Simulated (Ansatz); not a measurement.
A structure relaxed at PBE0-D4/def2-TZVP, charge 0, multiplicity 1:

```csv
atom,x (Å),y (Å),z (Å)
C1,1.575,0.240,-0.655
C2,0.493,0.295,0.116
Ge3,-1.058,-0.832,-0.209
Te4,0.478,1.529,1.822
H5,2.454,0.859,-0.494
H6,1.623,-0.443,-1.500
H7,-1.246,-1.813,0.958
H8,-0.835,-1.598,-1.525
H9,-2.312,0.052,-0.319
H10,-1.170,1.710,1.805
```

**Question.** Give its formula and SMILES.

**Answer.** C2H6GeTe, `C=[C]([GeH3])[TeH]`.

**Question.** Summarise the bond lengths by kind.

**Answer.** 1 × C–C 1.330 Å; 2 × C–H 1.087 Å; 1 × C–Ge 1.945 Å; 1 × C–Te 2.106 Å; 3 × Ge–H 1.536 to 1.539 Å; 1 × H–Te 1.659 Å.

All numbers were calculated with Ansatz.
